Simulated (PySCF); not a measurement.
HSi, SMILES [SiH] (connectivity only; charge and spin as stated), charge +1, multiplicity 1. Atoms are numbered in the order given.

```xyz
2

Si     0.0000     0.0000    -0.1022
H      0.0000     0.0000     1.4308
```
Charge +1, spin multiplicity 1.

Geometry optimised at PBE-D3(BJ)/def2-TZVPD.

Level of theory: PBE-D3(BJ)/def2-TZVPD (PySCF 2.14.0).

Frequencies are harmonic and unscaled.

```
mode  ν (cm⁻¹)  IR (km/mol)  moving atoms (share of kinetic energy)
----  --------  -----------  --------------------------------------
1         2046         64.1                                  H 97 %
```
